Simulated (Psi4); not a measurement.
Input for Psi4: SAPT0/jun-cc-pV(D+d)Z on C2H4OS (a complex), monomers drawn apart or pushed together.

```
memory 2025 MB

molecule dimer {
0 1
C     0.05611706    0.10762318    0.88784107
O    -0.74108450    0.26186650    0.10879923
--
0 1
C     0.14720306   -0.69415285    4.88883933
S    -1.29724721    0.36909554    4.56832595
H     0.68378407   -0.37093317    5.77812429
H    -0.24597569   -1.69482222    5.06021034
H     0.81127382   -0.71682252    4.02766532
H    -0.62218309    1.51644947    4.39221580
units angstrom
symmetry c1
no_reorient
no_com
}

set {
  basis jun-cc-pV(D+d)Z
  scf_type df
  freeze_core true
}

energy('sapt0')
```

The log:

```
[...]
==> Input File <==

--------------------------------------------------------------------------
memory 2025 MB

molecule dimer {
0 1
C     0.05611706    0.10762318    0.88784107
O    -0.74108450    0.26186650    0.10879923
--
0 1
C     0.14720306   -0.69415285    4.88883933
S    -1.29724721    0.36909554    4.56832595
H     0.68378407   -0.37093317    5.77812429
H    -0.24597569   -1.69482222    5.06021034
H     0.81127382   -0.71682252    4.02766532
H    -0.62218309    1.51644947    4.39221580
units angstrom
symmetry c1
no_reorient
no_com
}

set {
  basis jun-cc-pV(D+d)Z
  scf_type df
  freeze_core true
}

energy('sapt0')
--------------------------------------------------------------------------


   => Loading Basis Set <=

    Name: JUN-CC-PV(D+D)Z
    Role: ORBITAL
    Keyword: BASIS
    atoms 1, 3 entry C          line   188 file jun-cc-pv_dpd_z.gbs
    atoms 2    entry O          line   256 file jun-cc-pv_dpd_z.gbs
    atoms 4    entry S          line   698 file jun-cc-pv_dpd_z.gbs
    atoms 5-8  entry H          line    60 file jun-cc-pv_dpd_z.gbs

   => Loading Basis Set <=

    Name: JUN-CC-PV(D+D)Z
    Role: ORBITAL
    Keyword: BASIS
    atoms 1, 3 entry C          line   188 file jun-cc-pv_dpd_z.gbs
    atoms 2    entry O          line   256 file jun-cc-pv_dpd_z.gbs
    atoms 4    entry S          line   698 file jun-cc-pv_dpd_z.gbs
    atoms 5-8  entry H          line    60 file jun-cc-pv_dpd_z.gbs


  //>>>>>>>>>>>>>>>>>>>>>>>>>>>>>>>>>>>//
  //              Dimer HF             //
  //<<<<<<<<<<<<<<<<<<<<<<<<<<<<<<<<<<<//

   => Libint2 <=

    Primary   basis highest AM E, G, H:  7, 6, 3
    Auxiliary basis highest AM E, G, H:  7, 7, 4
    Onebody   basis highest AM E, G, H:  -, -, -
    Solid Harmonics ordering:            Gaussian


   => Loading Basis Set <=

    Name: JUN-CC-PV(D+D)Z
    Role: ORBITAL
    Keyword: BASIS
    atoms 1, 3 entry C          line   188 file jun-cc-pv_dpd_z.gbs
    atoms 2    entry O          line   256 file jun-cc-pv_dpd_z.gbs
    atoms 4    entry S          line   698 file jun-cc-pv_dpd_z.gbs
    atoms 5-8  entry H          line    60 file jun-cc-pv_dpd_z.gbs


         ---------------------------------------------------------
                                   SCF
               by Justin Turney, Rob Parrish, Andy Simmonett
                          and Daniel G. A. Smith
                              RHF Reference
                        1 Threads,   1931 MiB Core
         ---------------------------------------------------------

  ==> Geometry <==

    Molecular point group: c1
    Full point group: C1

    Geometry (in Angstrom), charge = 0, multiplicity = 1:

       Center              X                  Y                   Z               Mass
    ------------   -----------------  -----------------  -----------------  -----------------
         C            0.056117060000     0.107623180000     0.887841070000    12.000000000000
         O           -0.741084500000     0.261866500000     0.108799230000    15.994914619570
         C            0.147203060000    -0.694152850000     4.888839330000    12.000000000000
         S           -1.297247210000     0.369095540000     4.568325950000    31.972071174400
         H            0.683784070000    -0.370933170000     5.778124290000     1.007825032230
         H           -0.245975690000    -1.694822220000     5.060210340000     1.007825032230
         H            0.811273820000    -0.716822520000     4.027665320000     1.007825032230
         H           -0.622183090000     1.516449470000     4.392215800000     1.007825032230

  Running in c1 symmetry.

  Rotational constants: A =      0.33310  B =      0.01540  C =      0.01484 [cm^-1]
  Rotational constants: A =   9986.20859  B =    461.78553  C =    444.75258 [MHz]
  Nuclear repulsion =  123.165288706015488

  Charge       = 0
  Multiplicity = 1
  Electrons    = 40
  Nalpha       = 20
  Nbeta        = 20

  ==> Algorithm <==

  SCF Algorithm Type is DF.
  DIIS enabled.
  MOM disabled.
  Fractional occupation disabled.
  Guess Type is SAD.
  Energy threshold   = 1.00e-08
  Density threshold  = 1.00e-08
  Integral threshold = 1.00e-12

  ==> Primary Basis <==

  Basis Set: JUN-CC-PV(D+D)Z
    Blend: JUN-CC-PV(D+D)Z
    Number of shells: 47
    Number of basis functions: 101
    Number of Cartesian functions: 106
    Spherical Harmonics?: true
    Max angular momentum: 2

   => Loading Basis Set <=

    Name: (JUN-CC-PV(D+D)Z AUX)
    Role: JKFIT
    Keyword: DF_BASIS_SCF
    atoms 1, 3 entry C          line   146 file jun-cc-pvdz-jkfit.gbs
    atoms 2    entry O          line   258 file jun-cc-pvdz-jkfit.gbs
    atoms 4    entry S          line   666 file jun-cc-pvdz-jkfit.gbs
    atoms 5-8  entry H          line    70 file jun-cc-pvdz-jkfit.gbs

  ==> Integral Setup <==

  DFHelper Memory: AOs need 0.036 GiB; user supplied 1.414 GiB.
  SCF_SUBTYPE=INCORE selected. In-core MEM_DF algorithm will be used.
  Using in-core AOs.

  ==> MemDFJK: Density-Fi
[...]
etics <=

    Nuclear Repulsion Energy =             56.2487682870053192
    One-Electron Energy =                -714.8799909299549427
    Two-Electron Energy =                 220.8988701241786430
    Total Energy =                       -437.7323525187709947

Computation Completed


Properties will be evaluated at   0.000000,   0.000000,   0.000000 [a0]

Properties computed using the SCF density matrix


 Multipole Moments:

 ------------------------------------------------------------------------------------
     Multipole            Electronic (a.u.)      Nuclear  (a.u.)        Total (a.u.)
 ------------------------------------------------------------------------------------

 L = 1.  Multiply by 2.5417464519 to convert [e a0] to [Debye]
 Dipole X            :         37.0591749          -36.3693627            0.6898122
 Dipole Y            :         -0.9759180            0.8966431           -0.0792749
 Dipole Z            :       -229.8806225          229.9503162            0.0696938
 Magnitude           :                                                    0.6978414

 ------------------------------------------------------------------------------------

  Constructing Basis Sets for SAPT...

   => Loading Basis Set <=

    Name: (JUN-CC-PV(D+D)Z AUX)
    Role: RIFIT
    Keyword: DF_BASIS_SAPT
    atoms 1, 3 entry C          line   100 file jun-cc-pvdz-ri.gbs
    atoms 2    entry O          line   188 file jun-cc-pvdz-ri.gbs
    atoms 4    entry S          line   488 file jun-cc-pvdz-ri.gbs
    atoms 5-8  entry H          line    30 file jun-cc-pvdz-ri.gbs

   => Loading Basis Set <=

    Name: (JUN-CC-PV(D+D)Z AUX)
    Role: JKFIT
    Keyword: DF_BASIS_ELST
    atoms 1, 3 entry C          line   146 file jun-cc-pvdz-jkfit.gbs
    atoms 2    entry O          line   258 file jun-cc-pvdz-jkfit.gbs
    atoms 4    entry S          line   666 file jun-cc-pvdz-jkfit.gbs
    atoms 5-8  entry H          line    70 file jun-cc-pvdz-jkfit.gbs


  //>>>>>>>>>>>>>>>>>>>>>>>>>>>>>>>>>>>//
  //               SAPT0               //
  //<<<<<<<<<<<<<<<<<<<<<<<<<<<<<<<<<<<//



        SAPT0
    Ed Hohenstein
     6 June 2009

      Orbital Information
  --------------------------
    NSO        =       101
    NMO        =       101
    NRI        =       336
    NRI (Elst) =       450
    NOCC A     =         7
    NOCC B     =        13
    FOCC A     =         2
    FOCC B     =         6
    NVIR A     =        94
    NVIR B     =        88

    Elst10,r            =    -0.001132998082 [Eh]
    Exch10              =     0.001138291724 [Eh]
    Exch10 (S^2)        =     0.001136818379 [Eh]

    Maxiter = 50
    CPHF R converge = 1.000000E-08

    Iter     Energy [mEh]          dE [mEh]         Residual      Time [s]
       1      -0.10579765       0.105797654     1.539786e-03             0
       2      -0.12344915       0.017651492     7.109536e-04             0
       3      -0.12630879       0.002859643     1.950416e-04             0
       4      -0.12609534      -0.000213444     9.232151e-05             0
       5      -0.12577676      -0.000318581     2.445826e-05             0
       6      -0.12591164       0.000134879     5.088839e-06             0
       7      -0.12589423      -0.000017412     1.880823e-06             0
       8      -0.12589492       0.000000686     6.313576e-07             0
       9      -0.12589630       0.000001382     1.121097e-07             0
      10      -0.12589604      -0.000000263     2.082117e-08             0
      11      -0.12589607       0.000000035     3.619643e-09             0

    CHF Iterations converged

    Maxiter = 50
    CPHF R converge = 1.000000E-08

    Iter     Energy [mEh]          dE [mEh]         Residual      Time [s]
       1      -0.25372140       0.253721404     2.015010e-03             0
       2      -0.31947908       0.065757673     4.784739e-04             0
       3      -0.31824644      -0.001232638     1.862021e-04             0
       4      -0.31746935      -0.000777086     3.770868e-05             0
       5      -0.31756918       0.000099829     1.513013e-05             0
       6      -0.31762448       0.000055302     3.349403e-06             0
       7      -0.31760790      -0.000016580     1.036614e-06             0
       8      -0.31761050       0.000002599     2.594547e-07             0
       9      -0.31761057       0.000000071     6.856576e-08             0
      10      -0.31761045      -0.000000124     2.135161e-08             0
      11      -0.31761046       0.000000006     6.150438e-09             0

    CHF Iterations converged

    Ind20,r (A<-B)      =    -0.000125896071 [Eh]
    Ind20,r (B<-A)      =    -0.000317610456 [Eh]
    Ind20,r             =    -0.000443506527 [Eh]
    Exch-Ind20,r (A<-B) =     0.000077323068 [Eh]
    Exch-Ind20,r (B<-A) =     0.000288128235 [Eh]
    Exch-Ind20,r        =     0.000365451303 [Eh]
    Disp20              =    -0.001095722874 [Eh]
    Disp20 (SS)         =    -0.000547861437 [Eh]
    Disp20 (OS)         =    -0.000547861437 [Eh]
    Exch-Disp20         =     0.000081444802 [Eh]
    Exch-Disp20 (SS)    =     0.000043382456 [Eh]
    Exch-Disp20 (OS)    =     0.000038062346 [Eh]

    SAPT Results
  --------------------------------------------------------------------------------------------------------
    Electrostatics                 -1.13299808 [mEh]      -0.71096703 [kcal/mol]      -2.97468606 [kJ/mol]
      Elst10,r                     -1.13299808 [mEh]      -0.71096703 [kcal/mol]      -2.97468606 [kJ/mol]

    Exchange                        1.13829172 [mEh]       0.71428884 [kcal/mol]       2.98858451 [kJ/mol]
      Exch10                        1.13829172 [mEh]       0.71428884 [kcal/mol]       2.98858451 [kJ/mol]
      Exch10(S^2)                   1.13681838 [mEh]       0.71336430 [kcal/mol]       2.98471624 [kJ/mol]

    Induction                      -0.20014881 [mEh]      -0.12559527 [kcal/mol]      -0.52549062 [kJ/mol]
      Ind20,r                      -0.44350653 [mEh]      -0.27830455 [kcal/mol]      -1.16442623 [kJ/mol]
      Exch-Ind20,r                  0.36545130 [mEh]       0.22932415 [kcal/mol]       0.95949226 [kJ/mol]
      delta HF,r (2)               -0.12209358 [mEh]      -0.07661488 [kcal/mol]      -0.32055666 [kJ/mol]

    Dispersion                     -1.01427807 [mEh]      -0.63646910 [kcal/mol]      -2.66298671 [kJ/mol]
      Disp20                       -1.09572287 [mEh]      -0.68757648 [kcal/mol]      -2.87682001 [kJ/mol]
      Exch-Disp20                   0.08144480 [mEh]       0.05110738 [kcal/mol]       0.21383330 [kJ/mol]
      Disp20 (SS)                  -0.54786144 [mEh]      -0.34378824 [kcal/mol]      -1.43841000 [kJ/mol]
      Disp20 (OS)                  -0.54786144 [mEh]      -0.34378824 [kcal/mol]      -1.43841000 [kJ/mol]
      Exch-Disp20 (SS)              0.04338246 [mEh]       0.02722290 [kcal/mol]       0.11390062 [kJ/mol]
      Exch-Disp20 (OS)              0.03806235 [mEh]       0.02388448 [kcal/mol]       0.09993267 [kJ/mol]

  Total HF                         -0.19485517 [mEh]      -0.12227346 [kcal/mol]      -0.51159217 [kJ/mol]
  Total SAPT0                      -1.20913324 [mEh]      -0.75874256 [kcal/mol]      -3.17457888 [kJ/mol]

  Special recipe for scaled SAPT0 (see Manual):
    Electrostatics sSAPT0          -1.13299808 [mEh]      -0.71096703 [kcal/mol]      -2.97468606 [kJ/mol]
    Exchange sSAPT0                 1.13829172 [mEh]       0.71428884 [kcal/mol]       2.98858451 [kJ/mol]
    Induction sSAPT0               -0.19872606 [mEh]      -0.12470249 [kcal/mol]      -0.52175521 [kJ/mol]
    Dispersion sSAPT0              -1.01396100 [mEh]      -0.63627013 [kcal/mol]      -2.66215423 [kJ/mol]
  Total sSAPT0                     -1.20739342 [mEh]      -0.75765081 [kcal/mol]      -3.17001098 [kJ/mol]
  --------------------------------------------------------------------------------------------------------



*** Psi4 exiting successfully. Buy a developer a beer!
```

The run finished.

Cost: roughly 4 core-seconds.
